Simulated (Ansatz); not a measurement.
Diatomic Mg2-, multiplicity 4 (an upper state: multiplicity 2 came lower at CCSD(T)/def2-TZVPP on PBE0 minima).

Constants: fifth-degree fit in 1/R to seven points, most abundant isotopes. In def2 and cc sets the state is the lowest found near the PBE0 minimum, followed along R.

Codes used: Ansatz (Gaussian orbitals). Values without a source in brackets are computed.

```tsv
level	r_e (Å)	ω_e (cm⁻¹)	α_e (cm⁻¹)	B_e (cm⁻¹)
PBE/def2-TZVPP	2.700	277	0.0012	0.193
PBE0/def2-TZVPP	2.683	288	0.0011	0.195
CCSD/def2-TZVPP	2.691	285	0.0012	0.194
CCSD(T)/def2-TZVPP	2.703	277	0.0013	0.192
```

Correlated levels freeze the inner cores; with def2 sets outer-core shells near the valence are correlated too.

Doubts at one or more of the structures used: a spin-contaminated determinant (CCSD/def2-TZVPP, CCSD(T)/def2-TZVPP).

Ansatz is a quantum-chemistry and plane-wave program.
